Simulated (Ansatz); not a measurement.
Calculation: frozen-core CCSD(T)/cc-pVDZ // PBE0-D3(BJ)/def2-SVP (Ansatz, a first-principles code). The restricted HF reference is unstable towards unrestricted orbitals.

Ansatz 0.2 input:
```yaml
crystal:
  periodic: [false, false, false]
  atoms:
    - { symbol: Si, position_ang: [-3.26588, -0.287209, -0.248775] }
    - { symbol: C, position_ang: [-1.405749, -0.042854, -0.140892] }
    - { symbol: C, position_ang: [-0.86986, 1.255855, 0.016857] }
    - { symbol: C, position_ang: [0.495957, 1.459207, 0.098605] }
    - { symbol: Cl, position_ang: [1.125275, 3.061293, 0.292312] }
    - { symbol: C, position_ang: [1.389105, 0.3728, 0.026678] }
    - { symbol: C, position_ang: [2.820039, 0.347206, 0.088353] }
    - { symbol: C, position_ang: [3.314665, -0.916205, -0.020538] }
    - { symbol: S, position_ang: [2.088363, -2.124089, -0.198473] }
    - { symbol: C, position_ang: [0.836183, -0.92045, -0.131353] }
    - { symbol: C, position_ang: [-0.542563, -1.135485, -0.215455] }
    - { symbol: H, position_ang: [-3.551175, -1.744463, -0.411409] }
    - { symbol: H, position_ang: [-3.938801, 0.214309, 0.988864] }
    - { symbol: H, position_ang: [-3.831658, 0.460915, -1.413331] }
    - { symbol: H, position_ang: [-1.526936, 2.126674, 0.077062] }
    - { symbol: H, position_ang: [3.433774, 1.239421, 0.207741] }
    - { symbol: H, position_ang: [4.361713, -1.217916, -0.005408] }
    - { symbol: H, position_ang: [-0.932459, -2.149013, -0.336568] }
basis:
  gaussian: { orbitals: cc-pVDZ }
correlation:
  method: ccsd_t
```

Output:

```
Functional definition: HF
1929 factors; integrals over basis functions are off by at most 1.1e-3 eV
mean field evaluation 1: about -39532.7349 eV, gradient 3.7e1 eV
mean field evaluation 2: about -39533.2091 eV, gradient 3.7e1 eV
mean field evaluation 4: about -39538.0391 eV, gradient 6.1e0 eV
mean field evaluation 8: about -39538.1819 eV, gradient 2.0e-1 eV
mean field evaluation 16: about -39536.8587 eV, gradient 1.7e1 eV
mean field -39538.18229139 eV, -1453.0013992662 hartree, gradient 1.6e-6 eV, S^2 0.000000; 0 other end points of the search recorded, 0 dependent functions left out; unrestricted orbitals would lower it
23 core orbitals not correlated
reference -39538.18229139 eV, -1453.0013992662 hartree; 28, 28 occupied and 150, 150 virtual orbitals, 1929 factors
second order -38.38550718 eV of doubles, -0.00000000 eV of singles
cycle   1  -38.61476215 eV  change   -2.3e-1 eV  update   1.7e-1
cycle   2  -39.81864371 eV  change    -1.2e0 eV  update   5.4e-2
cycle   3  -40.08903596 eV  change   -2.7e-1 eV  update   2.4e-2
cycle   4  -40.08502123 eV  change    4.0e-3 eV  update   6.9e-3
cycle   5  -40.08592260 eV  change   -9.0e-4 eV  update   3.6e-3
cycle   6  -40.08708916 eV  change   -1.2e-3 eV  update   1.1e-3
cycle   7  -40.08628644 eV  change    8.0e-4 eV  update   5.6e-4
cycle   8  -40.08619361 eV  change    9.3e-5 eV  update   2.6e-4
cycle   9  -40.08625420 eV  change   -6.1e-5 eV  update   1.1e-4
cycle  10  -40.08621135 eV  change    4.3e-5 eV  update   4.2e-5
perturbative correction -1.81959702 eV, -0.0668689571 hartree
Total energy: -39580.08809976 eV, -1454.5414093189 hartree
```

Cost: about 9 core-minutes (a rough figure).
